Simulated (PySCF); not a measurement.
Gas-phase reaction: Sn(OH)2 + SnH2 ⇌ 2 H2 + Sn2O2

Computed with PySCF and rigid-rotor harmonic-oscillator thermochemistry at 1 bar. † marks an energy on the PBE0/def2-TZVP geometry and frequencies. MP2 freezes the core. All species are closed-shell singlets. B3LYP is the form with VWN-RPA correlation. Sn: scalar-relativistic def2 core potential, no spin-orbit coupling. Sn(OH)2, SnH2, Sn2O2: computed as isolated molecules; such fragments, hydroxides, amides, oligomers or adducts are transient or little studied in the gas. MP2 isn't extrapolated to the basis-set limit; its ΔH°(298 K) is -114.7 kJ in def2-SVP and -136.9 kJ in def2-TZVPP. The harmonic model lacks anharmonicity and excited electronic states, which grow with temperature; levels with a mode under 35 cm⁻¹ are left out. Internal rotation in Sn(OH)2 is treated as a harmonic vibration of one conformer, which makes the entropy rough.

ΔH° and ΔS° at 298 K: B3LYP/def2-TZVP† -92 kJ, 50 J/K; BLYP/def2-TZVP† -111 kJ, 50 J/K; M06-2X/def2-TZVP† -112 kJ, 50 J/K; MP2/def2-SVP† -115 kJ, 50 J/K; MP2/def2-TZVPP† -137 kJ, 50 J/K.

Task: With the heat capacities included, give log10 K (1 bar) at 500, 600, 1000, 1400, 1600 K from B3LYP/def2-TZVP†, BLYP/def2-TZVP†, M06-2X/def2-TZVP†, MP2/def2-SVP†, MP2/def2-TZVPP†.

Result: 
| T (K) | B3LYP/def2-TZVP† | BLYP/def2-TZVP† | M06-2X/def2-TZVP† | MP2/def2-SVP† | MP2/def2-TZVPP† |
|---|---|---|---|---|---|
| 500 | 12.3 | 14.3 | 14.5 | 14.7 | 17.0 |
| 600 | 10.8 | 12.4 | 12.6 | 12.8 | 14.7 |
| 1000 | 7.7 | 8.7 | 8.8 | 8.9 | 10.1 |
| 1400 | 6.4 | 7.1 | 7.2 | 7.3 | 8.1 |
| 1600 | 6.0 | 6.6 | 6.7 | 6.8 | 7.5 |
